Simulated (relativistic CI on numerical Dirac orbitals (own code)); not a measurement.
# Slater and spin-orbit integrals, Tb46+

Method of calculation: Dirac-Coulomb-Breit CI, orbitals from a KLI potential per configuration, QED by a radiative potential, unscaled Slater integrals (own radial code, finite nucleus).

Slater integrals F^k, G^k are unscaled and averaged over j, outside the closed core [Ne]; ζ comes from projecting the Hamiltonian with its Breit term on Σ l·s of the shell.

- 3s2 3p6 3d: ζ(3d) = 134500 cm⁻¹; <r>(3d) = 0.1934, <r^2>(3d) = 0.04322 (bohr units).
- 3s2 3p5 3d2: ζ(3p) = 981660, F^2(3d,3d) = 529670, F^4(3d,3d) = 342660, F^2(3p,3d) = 454080, G^1(3p,3d) = 477120, G^3(3p,3d) = 320720, ζ(3d) = 133260 cm⁻¹; <r>(3p) = 0.2181, <r^2>(3p) = 0.05502, <r>(3d) = 0.1936, <r^2>(3d) = 0.04334 (bohr units).
- 3s 3p6 3d2: F^2(3d,3d) = 529290, F^4(3d,3d) = 342410, G^2(3s,3d) = 362000, ζ(3d) = 133880 cm⁻¹; <r>(3s) = 0.2231, <r^2>(3s) = 0.0568, <r>(3d) = 0.1938, <r^2>(3d) = 0.0434 (bohr units).

Problem. Give the Racah parameters of the d shell in 3s2 3p5 3d2.

Solution. B = F²/49 − 5F⁴/441 = 6924 cm⁻¹ and C = 35F⁴/441 = 27195 cm⁻¹.

Averages of the first 10 configurations, taken without configuration mixing, which lowers the lowest level and can move excited configurations by several eV; other configurations of the list can lie among them:

```tsv
Configuration	Parity	States	Average energy above the lowest level (eV)
3s2 3p6 3d	even	10	25.7
3s2 3p5 3d2	odd	270	340.5
3s 3p6 3d2	even	90	643.2
3s2 3p6 4s	even	2	1540.8
3s2 3p6 4p	odd	6	1654.9
3s2 3p6 4d	even	10	1783.9
3s2 3p5 3d 4s	odd	120	1846.1
3s2 3p6 4f	odd	14	1880.3
3s2 3p5 3d 4p	even	360	1960.6
3p6 3d3	even	120	1270.8
```
